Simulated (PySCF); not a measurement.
Computed with B3LYP-D3(BJ)/def2-TZVP run with PySCF. All species are isolated molecules in the gas phase. One relaxed conformer stands for a flexible species; it need not be the lowest. B3LYP has the VWN-RPA correlation part, as in Gaussian. Delta-SCF ions had no search for a lower state. Excitations are Tamm–Dancoff values on a coarser integration grid. The basis has no diffuse functions, so Rydberg states are missing or too high.

Reference species (SMILES): `N[Si](N)(N)F` (neutral, multiplicity 1).

```json
{
  "T1 excitation (TDA)": "6.32 eV",
  "S1 oscillator strength": "0.049",
  "vertical ionisation energy (Delta-SCF)": "9.48 eV"
}
```

Changed species: `N[Si](N)(F)F` (2 of 4 F replaced by NH2; the reference has 3 of 4 F replaced by NH2).

### Question
Give the shifts of the T1 excitation (TDA), S1 oscillator strength and vertical ionisation energy (Delta-SCF).

### Answer
the T1 excitation (TDA) rises by 0.31 eV, to 6.63 eV; the S1 oscillator strength drops by 0.022, to 0.027; the vertical ionisation energy (Delta-SCF) rises by 0.88 eV, to 10.36 eV.
